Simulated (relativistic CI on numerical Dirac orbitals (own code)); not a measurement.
# Line list: Forbidden lines, Bi XLIX

Calculated at this level of theory: Dirac-Coulomb-Breit CI, separate exchange-only KLI orbitals for each configuration, model QED, unscaled Slater integrals (own radial code, finite nucleus).

CI space (outside the closed core [Ar] 3d10): 4s2.4p5, 4s.4p6, 4s2.4p4.4d, 4s2.4p4.4f, 4s.4p5.4d, 4s.4p5.4f, 4p6.4d, 4s2.4p3.4d.4f, 4s.4p4.4d2, 4p6.4f, 4s.4p4.4f2, 4p5.4d.4f, 4s2.4p4.5s, 4p6.5s, 4s2.4p4.5p, 4s2.4p3.4f.5s, 4s.4p4.4d.5s, 4s.4p5.5s, 4s2.4p4.5d, 4s2.4p4.5f, 4s.4p5.5p, 4s2.4p4.5g, 4s.4p5.5d, 4p5.4f.5s, 4s.4p5.5f, 4s2.4p4.6s, 4s.4p5.5g, 4s2.4p3.4d2, 4s2.4p2.4d3, 4s2.4p2.4d2.4f, 4s.4p3.4d3, 4s.4p3.4d2.4f, 4s2.4p2.4d2.5s, 4p5.4d2, 4p4.4d3, 4p4.4d2.4f, 4p4.4d2.5s, 4p5.4d.5s, 4p4.4d.4f.5s, 4p4.4d.5s2, 4s2.4p3.5s2, 4s2.4p2.4d.5s2, 4s2.4p2.4f.5s2, 4s.4p3.4d.5s2, 4s.4p3.4f.5s2. Double excitations out of closed p, d and f shells are left out; levels of such configurations are missing from the list, as are those of other unlisted configurations, and high levels can miss mixing partners. These lack a partner that the ground configuration has and come out too high: 4s2.4p4.5p, 4s.4p5.5s, 4s2.4p4.5d, 4s2.4p4.5f, 4s.4p5.5p.

```csv
λ vac (Å),Lower,Upper,Type,A (s⁻¹),gf,Branching (%)
54.399,4s2.4p4.4f 4G°_11/2 [52],4s2.4p3.4d.4f 4I_15/2 [246],M2,3.63e+04,2.58e-07,4.9
56.608,4s2.4p5 2P°_3/2 [1],4s2.4p4.4d 2F_7/2 [8],M2,2.67e+04,1.03e-07,10.5
66.058,4s2.4p5 2P°_3/2 [1],4s2.4p4.4d 2F_7/2 [6],E3,4.22e+01,2.21e-10,24.7
66.058,4s2.4p5 2P°_3/2 [1],4s2.4p4.4d 2F_7/2 [6],M2,6.96e+01,3.64e-10,40.8
67.039,4s2.4p4.4d 4D_7/2 [27],4s2.4p4.4d 2D_5/2 [100],M1,4.16e+07,1.68e-04,2.7
67.043,4s2.4p4.4d 2F_7/2 [8],4s2.4p4.4d 2F_7/2 [32],M1,4.99e+06,2.69e-05,15.9
67.548,4s2.4p4.4d 4F_9/2 [9],4s2.4p4.4d 2F_7/2 [32],E2,8.51e+05,4.66e-06,2.7
67.548,4s2.4p4.4d 4F_9/2 [9],4s2.4p4.4d 2F_7/2 [32],M1,1.67e+07,9.12e-05,52.9
69.113,4s2.4p3.4d2 4G°_9/2 [33],4s2.4p3.4d2 2I°_13/2 [114],E2,2.19e+05,2.20e-06,2.3
70.177,4s2.4p4.4d 2F_7/2 [8],4s2.4p4.4d 2G_9/2 [30],E2,1.02e+06,7.55e-06,3.8
70.177,4s2.4p4.4d 2F_7/2 [8],4s2.4p4.4d 2G_9/2 [30],M1,4.44e+06,3.28e-05,16.4
70.274,4s2.4p4.4d 2F_7/2 [8],4s2.4p4.4d 2F_5/2 [29],M1,3.02e+07,1.34e-04,61.7
70.730,4s2.4p4.4d 4F_9/2 [9],4s2.4p4.4d 2G_9/2 [30],E2,1.48e+06,1.11e-05,5.5
70.730,4s2.4p4.4d 4F_9/2 [9],4s2.4p4.4d 2G_9/2 [30],M1,1.92e+07,1.44e-04,71.0
70.933,4s2.4p4.4d 4D_5/2 [4],4s2.4p4.4d 2G_7/2 [18],E2,8.56e+05,5.17e-06,3.3
70.933,4s2.4p4.4d 4D_5/2 [4],4s2.4p4.4d 2G_7/2 [18],M1,3.19e+06,1.93e-05,12.2
71.769,4s2.4p5 2P°_3/2 [1],4s2.4p5 2P°_1/2 [2],E2,3.81e+06,5.89e-06,7.6
71.769,4s2.4p5 2P°_3/2 [1],4s2.4p5 2P°_1/2 [2],M1,4.66e+07,7.20e-05,92.4
71.959,4s2.4p4.4d 2F_7/2 [6],4s2.4p4.4d 2G_7/2 [18],E2,1.57e+06,9.75e-06,6.0
71.959,4s2.4p4.4d 2F_7/2 [6],4s2.4p4.4d 2G_7/2 [18],M1,1.96e+07,1.22e-04,74.7
71.974,4s2.4p4.4f 4G°_11/2 [52],4s2.4p3.4d2 4H°_13/2 [152],E2,8.54e+05,9.29e-06,8.7
71.974,4s2.4p4.4f 4G°_11/2 [52],4s2.4p3.4d2 4H°_13/2 [152],M1,4.44e+06,4.83e-05,45.3
72.526,4s2.4p3.4d2 4G°_11/2 [39],4s2.4p3.4d2 2I°_13/2 [114],E2,1.43e+06,1.58e-05,15.1
72.526,4s2.4p3.4d2 4G°_11/2 [39],4s2.4p3.4d2 2I°_13/2 [114],M1,7.21e+06,7.96e-05,76.0
73.328,4s2.4p4.4d 2F_7/2 [8],4s2.4p4.4d 4D_7/2 [27],M1,1.39e+07,8.93e-05,28.0
73.785,4s2.4p4.4d 2D_5/2 [11],4s2.4p4.4d 2F_7/2 [32],E2,1.31e+06,8.56e-06,4.2
73.785,4s2.4p4.4d 2D_5/2 [11],4s2.4p4.4d 2F_7/2 [32],M1,4.66e+06,3.04e-05,14.8
73.932,4s2.4p4.4d 4F_9/2 [9],4s2.4p4.4d 4D_7/2 [27],E2,1.27e+06,8.36e-06,2.6
73.932,4s2.4p4.4d 4F_9/2 [9],4s2.4p4.4d 4D_7/2 [27],M1,1.86e+07,1.22e-04,37.5
75.488,4s2.4p3.4d2 2G°_9/2 [42],4s2.4p3.4d2 2I°_13/2 [114],E2,4.32e+05,5.16e-06,4.6
77.718,4s2.4p4.4d 2D_5/2 [11],4s2.4p4.4d 2F_5/2 [29],M1,1.56e+07,8.46e-05,31.8
78.404,4s2.4p4.4d 2D_5/2 [13],4s2.4p4.4d 2F_7/2 [32],M1,1.49e+06,1.10e-05,4.7
80.812,4s2.4p4.4f 4G°_11/2 [62],4s2.4p3.4d2 4H°_13/2 [152],E2,3.44e+05,4.72e-06,3.5
80.812,4s2.4p4.4f 4G°_11/2 [62],4s2.4p3.4d2 4H°_13/2 [152],M1,2.82e+06,3.87e-05,28.8
81.323,4s2.4p4.4f 2G°_9/2 [63],4s2.4p3.4d2 4H°_13/2 [152],E2,3.79e+05,5.27e-06,3.9
81.470,4s2.4p4.4d 2D_5/2 [11],4s2.4p4.4d 4D_7/2 [27],M1,3.67e+06,2.92e-05,7.4
87.138,4s2.4p4.4d 2D_5/2 [13],4s2.4p4.4d 4D_7/2 [27],M1,1.09e+07,9.89e-05,21.9
308.37,4s2.4p3.4d2 4H°_11/2 [107],4s2.4p3.4d2 4H°_13/2 [152],M1,2.91e+05,5.81e-05,3.0
366.53,4s2.4p4.4d 4D_5/2 [4],4s2.4p4.4d 2F_7/2 [8],M1,1.72e+05,2.77e-05,67.6
378.99,4s2.4p4.4d 2F_7/2 [6],4s2.4p4.4d 4F_9/2 [9],M1,2.08e+05,4.49e-05,99.9
395.70,4s2.4p4.4d 2F_7/2 [6],4s2.4p4.4d 2F_7/2 [8],M1,5.56e+04,1.04e-05,21.9
462.99,4s2.4p3.4d.4f 4I_13/2 [206],4s2.4p3.4d.4f 4I_15/2 [246],M1,2.00e+05,1.03e-04,26.9
4972.2,4s2.4p4.4d 4D_5/2 [4],4s2.4p4.4d 2F_7/2 [6],M1,5.87e+01,1.74e-06,34.4
```

Terms are leading LS components. Brackets give the number of a level in order of energy, since labels repeat. The list gives strong lines, with weight on those to low levels, among the lowest 400 of 9444 levels, so that lines to higher ones, which can be the strongest, are missing. Levels whose partners in the same complex of configurations lie outside the list can be far off, and so can their lines. Rates are taken at the computed energies, electric ones in the length gauge.

At this charge energies of transitions that change n are usually good to better than 1 %, and those within a shell (Δn = 0) to a few per cent.

LS names give the leading component of a level, which can be under half, so a name can repeat, a term be missing and a line seem to break the LS rules.
